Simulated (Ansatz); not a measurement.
A short molecular-dynamics run on C2H4B2, SMILES `BC1=CB1`.

```yaml
crystal:
  periodic: [false, false, false]
  atoms:
    - {symbol: B, position_ang: [-0.474757, 1.182965, -0.207844]}
    - {symbol: C, position_ang: [0.378019, 0.277180, 0.549828]}
    - {symbol: C, position_ang: [0.880681, -0.941767, 0.761406]}
    - {symbol: B, position_ang: [-0.024042, -0.917648, -0.364129]}
    - {symbol: H, position_ang: [-0.011328, 1.781327, -1.132634]}
    - {symbol: H, position_ang: [-1.606541, 1.343876, 0.140338]}
    - {symbol: H, position_ang: [1.563964, -1.390780, 1.463489]}
    - {symbol: H, position_ang: [-0.613796, -1.392253, -1.266254]}
basis:
  gaussian: {orbitals: "6-31G*"}
hamiltonian: {xc: {name: revPBE}, dispersion: d4}
md: {timestep: 1 fs, n_steps: 50, ensemble: nve, temperature: 700, initial_velocities: maxwell_boltzmann, seed: 862}
```

```sh
$ ansatz run in.yaml --threads 2 --pin off --events-out ev --progress --plain --max-ram 4352MiB
```

| step | time (fs) | potential energy (eV) | kinetic (eV) | T (K) | conserved (eV) |
| --- | --- | --- | --- | --- | --- |
| 0 | 0.0 | -3489.1260 | 0.5429 | 700 | -3488.5831 |
| 1 | 1.0 | -3489.0799 | 0.4993 | 644 | -3488.5807 |
| 2 | 2.0 | -3488.9757 | 0.4000 | 516 | -3488.5757 |
| 3 | 3.0 | -3488.8858 | 0.3125 | 403 | -3488.5733 |
| 4 | 4.0 | -3488.8480 | 0.2737 | 353 | -3488.5743 |
| 5 | 5.0 | -3488.8492 | 0.2729 | 352 | -3488.5763 |
| 6 | 6.0 | -3488.8583 | 0.2803 | 361 | -3488.5781 |
| 7 | 7.0 | -3488.8471 | 0.2678 | 345 | -3488.5792 |
| 8 | 8.0 | -3488.8000 | 0.2216 | 286 | -3488.5784 |
| 9 | 9.0 | -3488.7346 | 0.1597 | 206 | -3488.5748 |
| 10 | 10.0 | -3488.7058 | 0.1335 | 172 | -3488.5722 |
| 11 | 11.0 | -3488.7498 | 0.1747 | 225 | -3488.5751 |
| 12 | 12.0 | -3488.8250 | 0.2449 | 316 | -3488.5801 |
| 13 | 13.0 | -3488.8592 | 0.2784 | 359 | -3488.5807 |
| 14 | 14.0 | -3488.8400 | 0.2627 | 339 | -3488.5774 |
| 15 | 15.0 | -3488.8128 | 0.2378 | 307 | -3488.5750 |
| 16 | 16.0 | -3488.8123 | 0.2370 | 306 | -3488.5753 |
| 17 | 17.0 | -3488.8366 | 0.2606 | 336 | -3488.5760 |
| 18 | 18.0 | -3488.8735 | 0.2972 | 383 | -3488.5763 |
| 19 | 19.0 | -3488.9167 | 0.3397 | 438 | -3488.5769 |
| 20 | 20.0 | -3488.9547 | 0.3760 | 485 | -3488.5786 |
| 21 | 21.0 | -3488.9645 | 0.3847 | 496 | -3488.5797 |
| 22 | 22.0 | -3488.9348 | 0.3569 | 460 | -3488.5779 |
| 23 | 23.0 | -3488.8971 | 0.3225 | 416 | -3488.5746 |
| 24 | 24.0 | -3488.8987 | 0.3236 | 417 | -3488.5750 |
| 25 | 25.0 | -3488.9337 | 0.3551 | 458 | -3488.5786 |
| 26 | 26.0 | -3488.9510 | 0.3710 | 478 | -3488.5800 |
| 27 | 27.0 | -3488.9246 | 0.3454 | 445 | -3488.5791 |
| 28 | 28.0 | -3488.8633 | 0.2855 | 368 | -3488.5778 |
| 29 | 29.0 | -3488.7870 | 0.2110 | 272 | -3488.5760 |
| 30 | 30.0 | -3488.7241 | 0.1501 | 194 | -3488.5740 |
| 31 | 31.0 | -3488.7049 | 0.1315 | 170 | -3488.5734 |
| 32 | 32.0 | -3488.7374 | 0.1624 | 209 | -3488.5750 |
| 33 | 33.0 | -3488.7964 | 0.2182 | 281 | -3488.5781 |
| 34 | 34.0 | -3488.8368 | 0.2564 | 331 | -3488.5804 |
| 35 | 35.0 | -3488.8294 | 0.2503 | 323 | -3488.5791 |
| 36 | 36.0 | -3488.7977 | 0.2226 | 287 | -3488.5751 |
| 37 | 37.0 | -3488.8016 | 0.2279 | 294 | -3488.5737 |
| 38 | 38.0 | -3488.8618 | 0.2852 | 368 | -3488.5766 |
| 39 | 39.0 | -3488.9363 | 0.3566 | 460 | -3488.5797 |
| 40 | 40.0 | -3488.9746 | 0.3939 | 508 | -3488.5807 |
| 41 | 41.0 | -3488.9568 | 0.3774 | 487 | -3488.5794 |
| 42 | 42.0 | -3488.8994 | 0.3227 | 416 | -3488.5768 |
| 43 | 43.0 | -3488.8420 | 0.2678 | 345 | -3488.5743 |
| 44 | 44.0 | -3488.8233 | 0.2499 | 322 | -3488.5734 |
| 45 | 45.0 | -3488.8572 | 0.2823 | 364 | -3488.5749 |
| 46 | 46.0 | -3488.9201 | 0.3417 | 441 | -3488.5785 |
| 47 | 47.0 | -3488.9576 | 0.3757 | 484 | -3488.5819 |
| 48 | 48.0 | -3488.9227 | 0.3416 | 440 | -3488.5811 |
| 49 | 49.0 | -3488.8327 | 0.2575 | 332 | -3488.5752 |
| 50 | 50.0 | -3488.7766 | 0.2058 | 265 | -3488.5707 |

Velocities are drawn at the set temperature; a run this short doesn't reach equilibrium.

Frames (Å, forces in eV/Å):

```xyz
8
time=0.0 fs
B    -0.475    1.183   -0.208   -0.115    0.083   -0.115
C     0.378    0.277    0.550   -0.010    0.995    0.329
C     0.881   -0.942    0.761    0.524   -0.838    0.368
B    -0.024   -0.918   -0.364   -0.354   -0.169   -0.503
H    -0.011    1.781   -1.133    0.086    0.159   -0.208
H    -1.607    1.344    0.140   -0.259    0.065    0.067
H     1.564   -1.391    1.463    0.266   -0.165    0.277
H    -0.614   -1.392   -1.266   -0.137   -0.131   -0.216
8
time=2.0 fs
B    -0.469    1.169   -0.206   -0.883    1.582   -1.288
C     0.364    0.273    0.553    0.447    0.950    0.657
C     0.895   -0.934    0.753    0.685   -1.466    0.974
B    -0.022   -0.920   -0.359    0.208    0.348    0.334
H    -0.013    1.817   -1.199   -0.289   -0.668    0.995
H    -1.642    1.409    0.121    0.670   -0.316   -0.126
H     1.517   -1.449    1.497    0.012    0.318   -0.241
H    -0.633   -1.299   -1.231   -0.851   -0.748   -1.305
8
time=4.0 fs
B    -0.466    1.161   -0.208   -1.325    2.275   -1.691
C     0.352    0.272    0.559    0.912    0.644    0.932
C     0.912   -0.931    0.747    0.411   -1.573    1.212
B    -0.018   -0.921   -0.353   -0.239    0.133   -0.318
H    -0.024    1.828   -1.230   -0.278   -0.917    1.334
H    -1.654    1.461    0.098    0.992   -0.590   -0.145
H     1.472   -1.495    1.522    0.003    0.632   -0.523
H    -0.682   -1.233   -1.241   -0.475   -0.606   -0.800
8
time=6.0 fs
B    -0.468    1.160   -0.216   -1.100    1.924   -1.277
C     0.343    0.273    0.568    1.198    0.268    0.960
C     0.930   -0.933    0.745   -0.440   -0.959    0.718
B    -0.016   -0.922   -0.348   -1.131   -0.177   -1.475
H    -0.046    1.805   -1.212    0.036   -0.624    0.868
H    -1.630    1.492    0.069    0.571   -0.634    0.012
H     1.427   -1.518    1.528    0.363    0.486   -0.240
H    -0.747   -1.190   -1.280    0.504   -0.283    0.436
8
time=8.0 fs
B    -0.473    1.166   -0.228   -0.371    0.511    0.057
C     0.337    0.274    0.580    1.221   -0.042    0.673
C     0.947   -0.938    0.745   -1.504   -0.022   -0.215
B    -0.018   -0.924   -0.349   -1.340   -0.127   -1.667
H    -0.065    1.760   -1.162    0.677    0.232   -0.463
H    -1.585    1.500    0.041   -0.487   -0.417    0.295
H     1.396   -1.523    1.526    0.795    0.072    0.314
H    -0.794   -1.158   -1.305    1.009   -0.206    1.006
8
time=10.0 fs
B    -0.480    1.174   -0.240    0.337   -0.911    1.388
C     0.335    0.276    0.594    1.049   -0.245    0.210
C     0.959   -0.943    0.744   -2.105    0.427   -0.632
B    -0.025   -0.926   -0.355   -0.773    0.181   -0.864
H    -0.058    1.724   -1.131    1.223    0.997   -1.651
H    -1.559    1.491    0.025   -1.396   -0.144    0.487
H     1.395   -1.524    1.535    0.820    0.015    0.317
H    -0.805   -1.134   -1.292    0.844   -0.320    0.745
8
time=12.0 fs
B    -0.486    1.179   -0.248    0.686   -0.750    1.031
C     0.337    0.277    0.608    0.777   -0.329   -0.271
C     0.964   -0.947    0.742   -2.054    0.241   -0.291
B    -0.034   -0.927   -0.364    0.397    0.621    0.649
H    -0.008    1.723   -1.156    0.711    0.548   -0.824
H    -1.582    1.476    0.026   -0.979   -0.152    0.290
H     1.425   -1.524    1.553    0.420    0.386   -0.327
H    -0.784   -1.123   -1.254    0.041   -0.566   -0.257
8
time=14.0 fs
B    -0.489    1.181   -0.252    0.628   -0.044    0.178
C     0.341    0.276    0.622    0.429   -0.221   -0.716
C     0.963   -0.950    0.739   -1.718    0.025    0.082
B    -0.041   -0.926   -0.370    1.408    0.989    1.925
H     0.069    1.742   -1.212   -0.291   -0.262    0.662
H    -1.642    1.455    0.037    0.257   -0.290   -0.119
H     1.470   -1.509    1.560    0.044    0.587   -0.792
H    -0.763   -1.133   -1.225   -0.757   -0.784   -1.219
8
time=16.0 fs
B    -0.490    1.183   -0.255    0.512    0.079   -0.057
C     0.346    0.276    0.633    0.037    0.085   -1.079
C     0.956   -0.953    0.735   -1.370    0.073    0.115
B    -0.044   -0.922   -0.371    1.001    0.893    1.464
H     0.136    1.752   -1.245   -0.896   -0.607    1.344
H    -1.692    1.424    0.045    1.093   -0.279   -0.388
H     1.518   -1.473    1.538   -0.016    0.366   -0.661
H    -0.766   -1.173   -1.238   -0.362   -0.611   -0.739
8
time=18.0 fs
B    -0.489    1.186   -0.259    0.574   -0.302    0.183
C     0.352    0.275    0.641   -0.329    0.461   -1.307
C     0.945   -0.955    0.733   -1.078    0.278   -0.074
B    -0.044   -0.914   -0.366   -0.144    0.404    0.047
H     0.169    1.739   -1.228   -1.001   -0.521    1.241
H    -1.702    1.382    0.038    1.169   -0.107   -0.425
H     1.566   -1.424    1.492    0.225   -0.099   -0.121
H    -0.783   -1.235   -1.279    0.584   -0.114    0.456
8
time=20.0 fs
B    -0.486    1.187   -0.261    0.729   -1.054    0.867
C     0.356    0.276    0.645   -0.601    0.731   -1.374
C     0.930   -0.957    0.730   -0.517    0.292    0.050
B    -0.044   -0.905   -0.361   -0.852   -0.040   -0.897
H     0.166    1.708   -1.166   -0.527   -0.013    0.360
H    -1.670    1.336    0.015    0.463    0.155   -0.244
H     1.622   -1.378    1.441    0.294   -0.366    0.167
H    -0.778   -1.302   -1.303    1.012    0.296    1.071
8
time=22.0 fs
B    -0.481    1.184   -0.261    0.735   -1.992    1.916
C     0.359    0.279    0.644   -0.699    0.737   -1.265
C     0.914   -0.958    0.727    0.530    0.074    0.634
B    -0.047   -0.896   -0.359   -0.887   -0.206   -1.026
H     0.144    1.678   -1.091    0.504    0.853   -1.149
H    -1.621    1.296   -0.016   -0.775    0.404    0.069
H     1.688   -1.345    1.394   -0.206   -0.278   -0.067
H    -0.737   -1.358   -1.289    0.798    0.407    0.888
8
time=24.0 fs
B    -0.473    1.174   -0.254    0.611   -2.031    1.944
C     0.360    0.284    0.640   -0.540    0.376   -0.953
C     0.899   -0.959    0.726    1.375    0.053    0.983
B    -0.053   -0.888   -0.360   -0.244    0.065   -0.257
H     0.139    1.678   -1.058    0.879    1.125   -1.649
H    -1.600    1.271   -0.046   -1.368    0.508    0.238
H     1.746   -1.322    1.345   -0.755   -0.169   -0.239
H    -0.666   -1.399   -1.242    0.041    0.072   -0.066
8
time=26.0 fs
B    -0.463    1.158   -0.240    0.099   -0.569    0.276
C     0.358    0.291    0.632   -0.079   -0.300   -0.393
C     0.889   -0.959    0.729    1.412    0.392    0.747
B    -0.059   -0.879   -0.362    0.543    0.556    0.770
H     0.165    1.719   -1.084   -0.004    0.249   -0.395
H    -1.628    1.265   -0.067   -0.483    0.424    0.163
H     1.776   -1.307    1.288   -0.749   -0.247    0.002
H    -0.594   -1.439   -1.198   -0.739   -0.505   -1.170
8
time=28.0 fs
B    -0.453    1.139   -0.225   -0.994    1.083   -1.400
C     0.357    0.297    0.623    0.577   -1.012    0.378
C     0.883   -0.958    0.733    0.774    0.872    0.177
B    -0.064   -0.869   -0.362    0.451    0.209    0.462
H     0.191    1.769   -1.125   -0.727   -0.620    0.735
H    -1.674    1.276   -0.081    0.717    0.244    0.098
H     1.780   -1.301    1.232   -0.163   -0.475    0.511
H    -0.547   -1.496   -1.196   -0.635   -0.301   -0.960
8
time=30.0 fs
B    -0.446    1.125   -0.215   -1.843    2.087   -2.301
C     0.357    0.299    0.615    1.111   -1.373    1.094
C     0.880   -0.954    0.739    0.329    1.018   -0.197
B    -0.068   -0.858   -0.361   -0.115   -0.861   -0.752
H     0.191    1.797   -1.140   -0.868   -0.964    1.082
H    -1.694    1.295   -0.092    1.217    0.083    0.137
H     1.776   -1.314    1.195    0.246   -0.585    0.805
H    -0.524   -1.563   -1.228   -0.076    0.595    0.132
8
time=32.0 fs
B    -0.445    1.117   -0.213   -1.877    2.111   -2.226
C     0.361    0.297    0.611    1.155   -1.113    1.382
C     0.877   -0.948    0.743    0.760    0.457   -0.104
B    -0.072   -0.850   -0.361   -0.323   -1.512   -1.397
H     0.159    1.789   -1.115   -0.556   -0.788    0.736
H    -1.669    1.318   -0.097    0.850    0.014    0.251
H     1.780   -1.347    1.187   -0.189   -0.310    0.597
H    -0.504   -1.607   -1.257    0.180    1.141    0.761
8
time=34.0 fs
B    -0.451    1.117   -0.219   -1.147    0.938   -1.023
C     0.369    0.292    0.611    0.651   -0.317    1.123
C     0.878   -0.939    0.748    1.308   -0.491    0.042
B    -0.076   -0.847   -0.367   -0.046   -1.352   -1.073
H     0.107    1.752   -1.064    0.252    0.007   -0.402
H    -1.614    1.342   -0.092   -0.327    0.092    0.434
H     1.776   -1.392    1.202   -0.760    0.098    0.260
H    -0.479   -1.610   -1.258    0.069    1.024    0.639
8
time=36.0 fs
B    -0.462    1.120   -0.229   -0.345   -0.689    0.575
C     0.378    0.286    0.615   -0.062    0.583    0.563
C     0.882   -0.933    0.752    1.158   -1.216   -0.124
B    -0.081   -0.849   -0.377    0.627   -0.380    0.186
H     0.064    1.717   -1.029    1.154    0.988   -1.745
H    -1.571    1.370   -0.071   -1.466    0.226    0.610
H     1.745   -1.435    1.228   -0.721    0.251    0.160
H    -0.452   -1.575   -1.236   -0.345    0.237   -0.225
8
time=38.0 fs
B    -0.473    1.121   -0.236    0.050   -0.724    0.651
C     0.387    0.281    0.620   -0.588    1.174    0.044
C     0.890   -0.930    0.756    0.339   -1.362   -0.576
B    -0.084   -0.853   -0.385    1.309    0.730    1.605
H     0.063    1.715   -1.057    0.850    0.712   -1.331
H    -1.581    1.405   -0.027   -1.054    0.080    0.497
H     1.687   -1.468    1.260   -0.122    0.051    0.344
H    -0.438   -1.532   -1.224   -0.785   -0.661   -1.233
8
time=40.0 fs
B    -0.484    1.119   -0.242    0.131    0.339   -0.164
C     0.395    0.280    0.626   -0.804    1.371   -0.281
C     0.899   -0.931    0.759   -0.420   -1.156   -0.907
B    -0.082   -0.853   -0.388    1.275    0.624    1.482
H     0.092    1.740   -1.132   -0.201   -0.289    0.201
H    -1.628    1.443    0.035    0.303   -0.308    0.063
H     1.625   -1.499    1.305    0.349   -0.134    0.489
H    -0.452   -1.511   -1.255   -0.634   -0.447   -0.882
8
time=42.0 fs
B    -0.495    1.119   -0.248    0.217    0.908   -0.443
C     0.400    0.284    0.631   -0.781    1.207   -0.454
C     0.907   -0.937    0.758   -0.556   -1.086   -0.648
B    -0.076   -0.852   -0.387    0.688   -0.228    0.241
H     0.115    1.754   -1.202   -0.829   -0.795    1.115
H    -1.666    1.470    0.099    1.142   -0.578   -0.356
H     1.574   -1.535    1.368    0.171    0.165    0.142
H    -0.490   -1.505   -1.318   -0.053    0.407    0.401
8
time=44.0 fs
B    -0.505    1.122   -0.255    0.524    0.812   -0.227
C     0.403    0.291    0.634   -0.598    0.671   -0.567
C     0.913   -0.945    0.755   -0.593   -0.873   -0.122
B    -0.067   -0.852   -0.384    0.240   -0.665   -0.530
H     0.108    1.740   -1.230   -0.944   -0.763    1.252
H    -1.661    1.475    0.151    1.155   -0.604   -0.561
H     1.529   -1.563    1.436   -0.132    0.604   -0.418
H    -0.530   -1.485   -1.366    0.349    0.818    1.173
8
time=46.0 fs
B    -0.514    1.127   -0.263    1.023    0.099    0.380
C     0.403    0.301    0.636   -0.333   -0.106   -0.679
C     0.917   -0.957    0.752   -0.991   -0.151    0.076
B    -0.057   -0.854   -0.383    0.159   -0.524   -0.435
H     0.065    1.697   -1.213   -0.573   -0.257    0.615
H    -1.615    1.457    0.182    0.387   -0.384   -0.450
H     1.481   -1.570    1.489   -0.062    0.653   -0.621
H    -0.558   -1.435   -1.372    0.390    0.671    1.114
8
time=48.0 fs
B    -0.518    1.133   -0.270    1.450   -1.158    1.492
C     0.403    0.310    0.635   -0.062   -0.830   -0.794
C     0.918   -0.968    0.749   -1.589    0.875   -0.177
B    -0.047   -0.857   -0.383    0.480    0.064    0.459
H     0.002    1.646   -1.174    0.301    0.705   -0.899
H    -1.555    1.425    0.196   -0.918   -0.012   -0.015
H     1.431   -1.552    1.519    0.337    0.265   -0.305
H    -0.571   -1.360   -1.337    0.000    0.090    0.238
8
time=50.0 fs
B    -0.518    1.135   -0.272    1.508   -1.788    2.190
C     0.402    0.316    0.632    0.172   -1.230   -0.845
C     0.914   -0.977    0.746   -1.853    1.602   -0.355
B    -0.035   -0.861   -0.382    0.891    0.673    1.453
H    -0.051    1.621   -1.169    0.812    1.272   -1.873
H    -1.528    1.393    0.210   -1.594    0.166    0.254
H     1.393   -1.525    1.538    0.690   -0.154    0.113
H    -0.586   -1.282   -1.294   -0.626   -0.542   -0.937
```

Hardware: 2 threads of an AMD EPYC 7B13 on a shared host. Wall time 31 s, peak host memory 0.14 GiB.
